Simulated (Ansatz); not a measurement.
HP2, SMILES P#[PH+], charge +1.

Coordinates come from a TPSSh-D3(BJ)/def2-TZVPD optimisation. The isomer is the one that the SMILES or the coordinates give; other isomers of the formula were not compared.

Two levels are set side by side: PBE/def2-TZVPD (Ansatz, a quantum-chemistry and plane-wave program) and PBE0/def2-TZVPD (Ansatz). Energy differences of separate SCF runs at the same geometry; the states with an electron removed or added have multiplicity 2 and 2. Differences are taken from unrounded values.

```csv
quantity,PBE0
vertical ionisation energy (eV),17.50
vertical electron affinity (eV),7.10
vertical singlet–triplet gap (eV),2.71
```

**Question.** What does PBE give, and how far is it from PBE0? (Estimate from the structure and the level; the computed values follow.)

**Answer.** 
```tsv
quantity	PBE	PBE minus PBE0
vertical ionisation energy (eV)	17.59	0.09
vertical electron affinity (eV)	6.99	-0.11
vertical singlet–triplet gap (eV)	2.91	0.20
```
